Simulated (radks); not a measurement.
Results of a calculation; reference values are marked as such.
Task: Radial electron density D(r) = 4 pi r^2 rho(r) of an atom or ion with 10.25 electrons. Level of theory: non-relativistic Kohn-Sham, r2SCAN, spin-polarised, spherical densities, point nucleus; meta-GGA in the generalised Kohn-Sham scheme (a radial shooting solver on a logarithmic mesh with Libxc functionals).

r (bohr),D(r) (e/bohr),spin D(r)
0.01408,2.434,0.000105
0.0179,3.563,0.000288
0.02257,5.020,0.000724
0.02869,6.925,0.00181
0.03618,9.079,0.00423
0.046,11.40,0.00989
0.05848,13.40,0.0223
0.07375,14.49,0.0470
0.09375,14.28,0.0968
0.1182,12.71,0.184
0.1503,10.35,0.333
0.1895,8.558,0.547
0.241,8.384,0.826
0.3039,9.860,1.10
0.3863,11.67,1.26
0.4872,11.83,1.21
0.6193,9.592,0.929
0.781,6.065,0.564
0.9929,2.880,0.250
1.252,1.264,0.0813
1.592,0.7753,0.0174
2.007,0.6104,0.000879
2.552,0.3509,-0.00257
3.218,0.1224,-0.00166
4.091,0.02111,-0.000429
5.16,0.001774,-0.0000494

What is the nuclear charge?

Result: Z = 13. The innermost maximum, from 1s, lies near 1/Z = 0.0769 bohr (found: 0.0805), and its height grows with Z. The density is that of the aluminium ion Al2.75+ in [He] 2s2 3s(up 0.5, down 0.5) 2p(up 3, down 2.25); the configuration itself is not fixed sharply by these data, and Z only to about a unit. D(r) has 2 maxima, at r = 0.0805, 0.443 bohr, and minima at 0.219 bohr, inside which lie 2.21 electrons.
